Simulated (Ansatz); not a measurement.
H3NO2SW (`[NH2][W](=[O])([OH])=[S]`): the same geometry under several functionals.

```yaml
crystal:
  periodic: [false, false, false]
  atoms:
    - {symbol: N, position_ang: [-0.715896, 1.156715, 0.497790]}
    - {symbol: W, position_ang: [0.488026, -0.170892, -0.216573]}
    - {symbol: O, position_ang: [1.666667, -0.460045, 0.972042]}
    - {symbol: O, position_ang: [-0.435999, -1.768798, -0.600313]}
    - {symbol: S, position_ang: [1.350063, 0.599280, -2.018975]}
    - {symbol: H, position_ang: [-1.189502, 1.850935, -0.060170]}
    - {symbol: H, position_ang: [-0.792254, 1.351385, 1.484946]}
    - {symbol: H, position_ang: [-0.371104, -2.558569, -0.058738]}
basis:
  gaussian: {orbitals: def2-TZVPP}
hamiltonian: {xc: {name: r2SCANh}, dispersion: d4}
output: {orbitals: {seedname: orbitals}}
```

```sh
$ ansatz run in.yaml --threads 4 --pin off --events-out ev --progress --plain --max-ram 10444MiB
```

Shortened log:

```
Functional definition: r2SCANh
1253 factors; their error is unknown
mean field evaluation 1: about -18281.4825 eV, gradient 1.0e2 eV
mean field evaluation 2: about -18123.8850 eV, gradient 2.9e2 eV
mean field evaluation 4: about -18296.5313 eV, gradient 3.7e1 eV
mean field evaluation 8: about -18298.9417 eV, gradient 3.9e-1 eV
mean field evaluation 16: about -18298.9487 eV, gradient 3.4e-4 eV
mean field -18298.94865790 eV, -672.4739597051 hartree, gradient 7.8e-5 eV, S^2 0.000000; 0 other end points of the search recorded, 0 dependent functions left out
reference -18298.94866808 eV, -672.4739600792 hartree; 28, 28 occupied and 205, 205 virtual orbitals, 1253 factors
Total energy: -18299.00468547 eV, -672.4760186802 hartree
```

Hardware: 4 threads of an Arm Neoverse V2 on a shared host. Wall time 5.5 s, peak host memory 0.59 GiB.

With the line `hamiltonian: {xc: pbe0, dispersion: d4}` (abridged; 3.2 s):

```
Functional definition: PBE0
mean field evaluation 16: about -18292.1573 eV, gradient 5.2e-4 eV
mean field -18292.15734705 eV, -672.2243836344 hartree, gradient 6.0e-5 eV, S^2 0.000000
Total energy: -18292.34759129 eV, -672.2313749814 hartree
```

With the line `hamiltonian: {xc: {name: LC-wPBE}}` (abridged; 2.5 s):

```
Functional definition: LC-wPBE
mean field evaluation 16: about -18295.8437 eV, gradient 6.2e-4 eV
mean field -18295.84374758 eV, -672.3598563554 hartree, gradient 2.8e-5 eV, S^2 0.000000
Total energy: -18295.84374759 eV, -672.3598563556 hartree
```

With the line `hamiltonian: {xc: {name: r2SCAN0}, dispersion: d4}` (abridged; 5.5 s):

```
Functional definition: r2SCAN0
mean field evaluation 16: about -18297.0221 eV, gradient 3.9e-4 eV
mean field -18297.02209726 eV, -672.4031599074 hartree, gradient 2.1e-5 eV, S^2 0.000000
Total energy: -18297.08474562 eV, -672.4054621920 hartree
```

Changing it to `hamiltonian: {xc: {name: BLYP}, dispersion: d4}` (abridged; 2.2 s):

```
Functional definition: BLYP
mean field evaluation 16: about -18301.5693 eV, gradient 1.3e-2 eV
mean field -18301.56933774 eV, -672.5702679127 hartree, gradient 4.5e-5 eV, S^2 0.000000
Total energy: -18302.03964287 eV, -672.5875513073 hartree
```

Changing it to `hamiltonian: {xc: {name: BHLYP}, dispersion: d4}` (abridged; 3.4 s):

```
Functional definition: BHLYP
mean field evaluation 16: about -18295.0481 eV, gradient 5.6e-4 eV
mean field -18295.04805395 eV, -672.3306151537 hartree, gradient 4.2e-5 eV, S^2 0.000000
Total energy: -18295.36876105 eV, -672.3424009223 hartree
```
